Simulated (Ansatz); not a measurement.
Reactions of `BC(CF)N=C`.

Isolated molecules relaxed with PBE0-D4/def2-TZVP in Ansatz; ΔE leaves out vibrations. CCSD(T)/CBS adds triple-zeta CCSD(T) − MP2 to the extrapolated MP2 energy (def2 sets, frozen cores). This one scheme is used for every species, atoms too. Double bonds are as drawn, so ΔE can hold a change between cis and trans. Functionals use def2-TZVPP. B3LYP here is the variant with VWN-RPA as its local correlation; programs differ in this. No spin–orbit coupling; open shells (•) take unrestricted orbitals. Spin–orbit coupling would lower the free atoms: a little for B, C, F. Bonds to Ga are less sure, by a few kJ/mol each and by 10 to 20 or more in all where they break to atoms, as the def2 sets lack core-valence functions. Scalar relativity is left out up to krypton. One conformer a species, not always the lowest.

| reaction | CCSD(T)/CBS(def2) (kJ/mol) |
| --- | --- |
| `BC(CF)N=C` → `BC(=C)NCF` | ? |
| `BC(CF)N=C` + `[AlH2][O][SiH3]` → `F[CH2][AlH][O][SiH3]` + `BCN=C` | -7 |
| `BC(CF)N=C` → `BCN=C` + `[CH]F` | 371 |
| `BC(CF)N=C` → `NCB/C=C/F` | ? |
| `BC(CF)N=C` → B• + 3 C• + F• + 7 H• + N• | 5015 |
| `BC(CF)N=C` → `N=CBCCF` | ? |
| `BC(CF)N=C` + `[CH3][GaH][NH2]` → `[CH3][GaH][NH]CF` + `BCN=C` | 2 |
| `BC(CF)N=C` → `C/C(BN)=C\F` | -264 |
| `BC(CF)N=C` → `BN/C(C)=C\F` | -195 |
| `BC(CF)N=C` + H₂ → `BCN=C` + `CF` | -48 |

(1) Fill in the missing values. (Best estimate.)

Largest T1 diagnostic: 0.018, for `[CH]F`.

Results:

(1) Computed: `BC(CF)N=C` → `BC(=C)NCF`: -58.6 kJ/mol; `BC(CF)N=C` → `NCB/C=C/F`: -75.3 kJ/mol; `BC(CF)N=C` → `N=CBCCF`: -66.7 kJ/mol.
